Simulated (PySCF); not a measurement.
# EPR parameters of C6H5F2O2

Species: C₆H₅F₂O₂ (doublet state).
Z-matrix (Å and degrees, GFN2-xTB geometry), rows numbered from 1:
```
O 
C   1  1.2044
C   2  1.4623  1  129.57
C   3  1.3337  2  110.87  1  -179.26
C   4  1.4949  3  113.01  2    -0.07
C   5  1.5224  4  104.02  3     1.62
O   6  1.4822  2  107.91  1    64.48
C   7  1.2915  6  121.45  2   -68.40
F   8  1.3403  7  119.79  6   -40.63
F   8  1.3413  7  119.47  6    99.65
H   3  1.0746  2  121.82  1     0.63
H   4  1.0767  3  126.06  2   179.75
H   5  1.0911  4  111.08  3   120.17
H   5  1.0908  4  111.31  3  -119.49
H   6  1.0930  2  112.06  1   -53.89
```

The hyperfine couplings belong to this conformer and change with its torsions.

As a line formula: `O=C1C=CC[C@@H]1O[C](F)F` [radical].

Level of theory: UKS B3LYP, pcH-1 on C F H O, non-relativistic, mean-field spin-orbit, GIAO (PySCF). The structure is a single GFN2-xTB conformer in the gas phase; no vibrational or solvent corrections. A GFN2-xTB geometry isn't a minimum of the functional, and hyperfine couplings can be far from their values at a DFT geometry. Stability of the SCF solution: not tested.

```json
{
  "g1, g2, g3": "2.00194, 2.00356, 2.00430",
  "g_iso": "2.00326",
  "Form of g": "rhombic: the two nearest values differ by 31 % of g3 − g1",
  "⟨S²⟩": "0.7530 (exact 0.7500)",
  "HOMO–LUMO gap, α and β orbitals": "3.38, 5.00 eV",
  "Total energy": "-581.71107 Eh"
}
```

Hyperfine couplings atom by atom, in G; T1 to T3 are the principal values of the dipolar part; ρ(0) is the spin density at the nucleus (MHz turned into gauss with g_iso; 10 G = 1 mT):

```json
{"atom": "O1", "isotope": "17O", "a_iso": "-0.5", "T1": "-2.8", "T2": "1.3", "T3": "1.6", "Mulliken spin population": "0.02", "ρ(0) (bohr⁻³)": "0.0023"}
{"atom": "C2", "isotope": "13C", "a_iso": "0.1", "T1": "-0.8", "T2": "-0.1", "T3": "0.9", "Mulliken spin population": "0.00", "ρ(0) (bohr⁻³)": "0.0002"}
{"atom": "C3", "isotope": "13C", "a_iso": "0.5", "T1": "-0.2", "T2": "-0.1", "T3": "0.2", "Mulliken spin population": "0.00", "ρ(0) (bohr⁻³)": "0.0013"}
{"atom": "C4", "isotope": "13C", "a_iso": "0.6", "T1": "-0.3", "T2": "-0.1", "T3": "0.4", "Mulliken spin population": "0.01", "ρ(0) (bohr⁻³)": "0.0014"}
{"atom": "C5", "isotope": "13C", "a_iso": "-1.1", "T1": "-0.2", "T2": "-0.1", "T3": "0.3", "Mulliken spin population": "0.00", "ρ(0) (bohr⁻³)": "-0.0028"}
{"atom": "C6", "isotope": "13C", "a_iso": "18.8", "T1": "-3.3", "T2": "-3.2", "T3": "6.5", "Mulliken spin population": "0.09", "ρ(0) (bohr⁻³)": "0.0469"}
{"atom": "O7", "isotope": "17O", "a_iso": "-65.1", "T1": "-4.8", "T2": "1.7", "T3": "3.1", "Mulliken spin population": "0.00", "ρ(0) (bohr⁻³)": "0.3010"}
{"atom": "C8", "isotope": "13C", "a_iso": "184.8", "T1": "-26.3", "T2": "-26.0", "T3": "52.2", "Mulliken spin population": "0.78", "ρ(0) (bohr⁻³)": "0.4608"}
{"atom": "F9", "isotope": "19F", "a_iso": "105.7", "T1": "-67.8", "T2": "-59.5", "T3": "127.4", "Mulliken spin population": "0.04", "ρ(0) (bohr⁻³)": "0.0704"}
{"atom": "F10", "isotope": "19F", "a_iso": "141.2", "T1": "-82.7", "T2": "-75.3", "T3": "158.1", "Mulliken spin population": "0.06", "ρ(0) (bohr⁻³)": "0.0941"}
{"atom": "H11", "isotope": "1H", "a_iso": "0.3", "T1": "-0.2", "T2": "-0.2", "T3": "0.4", "Mulliken spin population": "0.00", "ρ(0) (bohr⁻³)": "0.0002"}
{"atom": "H12", "isotope": "1H", "a_iso": "-0.2", "T1": "-0.3", "T2": "-0.2", "T3": "0.5", "Mulliken spin population": "0.00", "ρ(0) (bohr⁻³)": "-0.0001"}
{"atom": "H13", "isotope": "1H", "a_iso": "0.7", "T1": "-0.6", "T2": "-0.5", "T3": "1.2", "Mulliken spin population": "0.00", "ρ(0) (bohr⁻³)": "0.0004"}
{"atom": "H14", "isotope": "1H", "a_iso": "0.4", "T1": "-0.4", "T2": "-0.3", "T3": "0.8", "Mulliken spin population": "0.00", "ρ(0) (bohr⁻³)": "0.0003"}
{"atom": "H15", "isotope": "1H", "a_iso": "-2.0", "T1": "-2.0", "T2": "-0.3", "T3": "2.3", "Mulliken spin population": "0.00", "ρ(0) (bohr⁻³)": "-0.0013"}
```

The Mulliken spin populations are largest on C8 (+0.78), C6 (+0.09) and F10 (+0.06). C8 is the only atom above +0.15. The angles at C8 add up to 348.9°, so it is slightly pyramidal.

Axes: g3 points within 15° of the O7–C8 bond.

Under fast tumbling the dipolar parts average out, and these isotropic splittings remain: 2 × 19F (F9/F10, I = 1/2, 3 lines) with 12.35 mT, 1 × 1H (H15, I = 1/2, 2 lines) with 0.20 mT, 1 × 1H (H13, I = 1/2, 2 lines) with 0.07 mT and 1 × 1H (H14, I = 1/2, 2 lines) with 0.04 mT.

Means are taken over nuclei equivalent by connectivity, which assumes that they swap fast. The 19F value of +346.2 MHz is a mean of couplings from 296.3 to 396.0 MHz in this one geometry, not an average over conformers.

The 13C coupling of C8 (518.0 MHz) shows only in satellite lines or after enrichment, since that isotope makes up about 1.07 % of natural carbon.

The 17O coupling of O7 (-182.5 MHz) shows only in satellite lines or after enrichment, since that isotope makes up about 0.038 % of natural oxygen.

The run took 1.8 min of wall time (grids of density and orbitals included) on one thread, Arm Neoverse V1 (aarch64), shared host with 32 logical CPUs at a one-minute load of 18, and the process peaked at 0.97 GiB of memory.
